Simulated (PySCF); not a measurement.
Argon: highly charged ions in a basis for the neutral atom

Ar⁶⁺ [Ne] 3s2, Ar⁷⁺ [Ne] 3s1. Computed with PySCF 2.14 in pcseg-2 (5s4p2d1f, 34 functions), with the non-relativistic Hamiltonian (point nucleus). No spin-orbit coupling, so a gap to NIST mixes the basis error with missing relativistic terms.

Changed run: basis of the neutral atom used for a highly charged ion. This setting is unsound on purpose.

```tsv
species	method	sound run (hartree)	changed run (hartree)	converged
Ar⁶⁺	UHF	not run	-515.66811	yes
Ar⁶⁺	BP86	not run	-516.20761	yes
Ar⁶⁺	LDA	not run	-514.54785	yes
Ar⁷⁺	UHF	not run	-511.18827	yes
Ar⁷⁺	BP86	not run	-511.65200	yes
Ar⁷⁺	LDA	not run	-509.98972	yes
```

Ionisation energy of Ar⁶⁺:

```json
{"method": "UHF", "changed run (eV)": "121.90", "NIST (eV)": "124.41 ± 0.06"}
{"method": "BP86", "changed run (eV)": "123.96", "NIST (eV)": "124.41 ± 0.06"}
{"method": "LDA", "changed run (eV)": "124.03", "NIST (eV)": "124.41 ± 0.06"}
```

The contracted functions were made for the neutral atom and can be too rigid for a highly charged ion.
